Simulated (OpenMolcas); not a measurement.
# Mn2+: ligand-field states by method

Mn2+ with its 6 nearest chloride ions at 2.671 Å, on the Na site of NaCl (a = 5.64056 Å, distance in the model lattice 2.820 Å). The rest of the host is ab initio model potentials to 7.6 Å, with orthogonalisation functions on the cations behind the ligands, and point charges beyond; the distance is set by hand and nothing relaxes, and no local charge compensation is placed. Ligand basis ANO-RCC-VDZP.
```
Mn    0.0000    0.0000    0.0000
Cl    2.6710    0.0000    0.0000
Cl    0.0000    2.6710    0.0000
Cl   -2.6710    0.0000    0.0000
Cl    0.0000   -2.6710    0.0000
Cl    0.0000    0.0000    2.6710
Cl    0.0000    0.0000   -2.6710
```

```yaml
Program: OpenMolcas
Basis: ANO-RCC-VDZP [5s4p2d1f]
Scalar_Hamiltonian: DKH2, point nucleus
Active_space: 5 electrons in 5 orbitals (3d)
State_averaging: 2S+1 = 6 even, 1 root; 2S+1 = 4 even, 24 roots; 2S+1 = 2 even, 75 roots
Spin-orbit_coupling: RASSI with atomic mean-field integrals over the reference wave functions
```

I. CASSCF
II. SS-CASPT2, IPEA 0.25 Eh, imaginary shift 0.1 Eh (closed shells correlated: 3s 3p and the ligand valence shells)

Spin-free states (labels of O, the rotations of Oh) in cm-1, each column counted from its own energy of the first state listed:

| State | Degeneracy | I | II |
| --- | --- | --- | --- |
| 6A1 | 1 | 0 | 0 |
| 2S+1 = 4 | 3 | 28959 | 25230 |
| 2S+1 = 4 | 3 | 30623 | 26480 |
| 2S+1 = 4 | 1 | 30975 | 27230 |
| 4E | 2 | 30976 | 27030 |
| 2S+1 = 4 | 3 | 37588 | 33800 |
| 2S+1 = 4 | 3 | 37856 | 31590 |
| 4E | 2 | 38509 | 32400 |
| 2S+1 = 2 | 3 | 41134 | 35680 |

From I to II, I's first state of another spin (2S+1 = 4) moves from 28959 to 25230 cm-1, by about -3700 cm-1.

I: A least-squares ligand-field fit to the states below 45000 cm-1, each weighted by its degeneracy and with a free common offset, gives 10Dq = 4003 cm-1, B = 1081 cm-1 and C = 4006 cm-1 (C/B = 3.71), with an rms deviation of 33 cm-1. The same method and metal basis give the free ion B = 1108 cm-1 (fit to its terms below 60000 cm-1, rms deviation 53 cm-1), so the nephelauxetic ratio is β = 1081 / 1108 = 0.98; it hangs on how both fits weigh the states, and computed free-ion B values tend to be too large, so β mixes covalency with correlation.

χT at 300 K: I 4.39, II 4.39 cm3 K/mol.

Roots that are degenerate in the reference are averaged as groups; the widest CASPT2 spread within a group is 470 cm-1 (the 5-fold group of multiplicity 2 near 50100 cm-1 above the lowest state of its run, II). Shifts and gaps below about the spread of the groups concerned are not significant. Over all roots computed the reference weight is 0.68 to 0.69 in II; a low but even weight reflects the number of correlated electrons. Ligand-to-metal charge-transfer states are missing. With no ligand orbital active B as a rule stays too high, so bands that hang on it stand too high and its fall with covalency is understated. Without dynamic correlation the repulsion within the d shell is too large (B by tens of per cent), so at a given field states of lower spin stand too high (holds for I). With metal d orbitals alone and no dynamic correlation the field as a rule comes out too small, by tens of per cent, by up to half for chloride and softer ligands (holds for I). These CASPT2 states fit no ligand-field parameters well, so their order and spin gaps are uncertain (holds for II). With one d shell and no ligand orbital active, 10Dq can be off by tens of per cent for divalent 3d ions, low with halides held by bare charges and at times high in hosts (holds for II). Free-ion shares, where given, are those of the reference states; single-state CASPT2 does not remix them (holds for II). A group larger than the point group allows holds several states that coincide in this model. No measured value stands beside these numbers; the geometry was set by hand and not optimised.

A state without a sure symmetry label is named by its multiplicity alone.
